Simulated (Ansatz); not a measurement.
`[F][GeH]([F])[SeH]` + `[Cl][SnH3]` → `[Cl][SnH2][SeH]` + `[F][GeH2][F]` at 600 K and 1 bar (formal exchange of groups at the Se–Ge bond).

Gas-phase electronic energies from Ansatz, PBE0-D4/def2-TZVP geometries. CCSD(T)/CBS is the MP2 limit (def2-TZVPP, def2-QZVPP) plus CCSD(T) − MP2 in def2-TZVPP, frozen cores. def2 core potentials past Kr. For Ge, Se, Sn outer-core shells are correlated without core-valence functions, which leaves a few kJ/mol of doubt a bond. Scalar relativity is left out up to krypton. One conformer a species, not always the lowest.

```json
{"species": "`[F][GeH]([F])[SeH]`", "CCSD(T)/CBS energy (Eh)": "-4677.70208", "H − E (kJ/mol)": "104.1", "S (J/(mol·K))": "416.0"}
{"species": "`[Cl][SnH3]`", "CCSD(T)/CBS energy (Eh)": "-675.62576", "H − E (kJ/mol)": "90.8", "S (J/(mol·K))": "325.6"}
{"species": "`[Cl][SnH2][SeH]`", "CCSD(T)/CBS energy (Eh)": "-3076.37402", "H − E (kJ/mol)": "108.0", "S (J/(mol·K))": "415.5"}
{"species": "`[F][GeH2][F]`", "CCSD(T)/CBS energy (Eh)": "-2276.96403", "H − E (kJ/mol)": "89.1", "S (J/(mol·K))": "327.8"}
```

H − E and S are ideal-gas, rigid-rotor, harmonic terms from PBE0-D4/def2-TZVP, for one conformer and one mirror image of each species. 1 Eh = 2625.50 kJ/mol, R = 8.31446 J/(mol·K).

Task: By hand: ΔE, ΔH, ΔS and ΔG.

Result: ΔE = (-3076.37402) + (-2276.96403) − (-4677.70208) − (-675.62576) = -0.01021 Eh = -26.8 kJ/mol. Δ(H − E) = 108.0 + 89.1 − 104.1 − 90.8 = 2.2, so ΔH = -24.6 kJ/mol. ΔS = 415.5 + 327.8 − 416.0 − 325.6 = 1.7 J/(mol·K). ΔG = -24.6 − 600 × (1.7)/1000 = -25.6 kJ/mol.

Task: By hand: the equilibrium constant, and the temperature at which ΔG would vanish if ΔH and ΔS stayed fixed.

Result: log₁₀ K = −ΔG/(RT ln 10) = 2.2. ΔH and −TΔS have one sign here, so there is no such temperature. One of them is within its doubt of zero, so this could turn.

The number of gas molecules stays the same, so ΔS is small and ΔH decides. A doubt of 5 kJ/mol in ΔE shifts log₁₀ K by 0.4 here. Other conformers and mirror images would add mixing entropy, several J/(mol·K) or more a flexible species. These are equilibria of isolated gas molecules and say nothing of rates. Largest T1 diagnostic: 0.012 (customary marks: 0.02 for closed shells, 0.045 for open ones).
